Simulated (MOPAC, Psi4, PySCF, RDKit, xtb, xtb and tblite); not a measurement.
Two geometries of C₇H₁₀O₂Si, SMILES c1(occc1)[SiH2]CC(C)=O, singlet, relaxed at GFN2-xTB with one dihedral held; other torsions can differ between them too.

Structure A

```
20

C     -2.7288     0.8047    -0.6439
C     -1.7542    -0.3397    -0.7716
O     -1.1999    -0.5974    -1.8133
C     -1.5201    -1.1257     0.4792
Si    -0.8272    -0.0846     1.9274
C      0.6343     0.8971     1.3010
C      1.2535     1.0016     0.0817
C      2.3220     1.9093     0.2446
C      2.2831     2.2957     1.5501
O      1.2751     1.6954     2.1943
H     -3.0912     1.0977    -1.6260
H     -2.2028     1.6505    -0.2031
H     -3.5621     0.5433     0.0016
H     -2.4696    -1.5462     0.8079
H     -0.8478    -1.9530     0.2537
H     -0.4214    -1.0031     2.9977
H     -1.8648     0.8261     2.4324
H      0.9735     0.4919    -0.8176
H      3.0197     2.2292    -0.5020
H      2.8975     2.9691     2.1155
```

Structure B

```
20

C      2.0948     0.7629     1.8824
C      0.9714    -0.1497     1.4587
O     -0.1660     0.0026     1.8374
C      1.3417    -1.2390     0.5055
Si    -0.0460    -1.3693    -0.8057
C      0.5531    -2.5931    -2.0933
C      1.6596    -3.3912    -2.2252
C      1.5138    -4.0997    -3.4375
C      0.3278    -3.6855    -3.9629
O     -0.2552    -2.7828    -3.1643
H      1.7458     1.4794     2.6215
H      2.9150     0.1784     2.2937
H      2.4646     1.2971     1.0089
H      1.3643    -2.1748     1.0647
H      2.3337    -1.0821     0.0866
H     -1.2893    -1.8499    -0.2061
H     -0.2286    -0.0537    -1.4308
H      2.4766    -3.4613    -1.5359
H      2.1915    -4.8139    -3.8586
H     -0.1864    -3.9521    -4.8656
```

Problem. Which is lower in energy at the level PBE0-D3(BJ)/def2-SVP // GFN2-xTB (Psi4), and by how much?

Solution. A is lower, by 9.27 kJ/mol (dihedral O3–C2–C4–Si5: 120° in A, 40° in B).

E(B) − E(A) in kJ/mol at the other levels, on the same two geometries: GFN2-xTB (xtb and tblite) 2.78; MMFF94 // GFN2-xTB (RDKit) 4.19; PBE0/def2-SVP // GFN2-xTB (Psi4) 5.43; PBE/def2-SVP // GFN2-xTB (Psi4) 6.10; PBE-D3(BJ)/def2-SVP // GFN2-xTB (Psi4) 10.04; UFF // GFN2-xTB (RDKit) 4.40; AM1, restricted, heats of formation // GFN2-xTB (MOPAC) 6.16; PM7, restricted, heats of formation // GFN2-xTB (MOPAC) -1.05; GFN1-xTB // GFN2-xTB (xtb) -0.87; restricted B3LYP/6-31G*, spherical d, density fitting // GFN2-xTB (PySCF) 3.68; restricted B3LYP/3-21G, density fitting // GFN2-xTB (PySCF) 0.46; restricted Hartree-Fock/3-21G, density fitting // GFN2-xTB (PySCF) -1.17; restricted LDA (SVWN5)/6-31G*, spherical d, density fitting // GFN2-xTB (PySCF) 9.46.
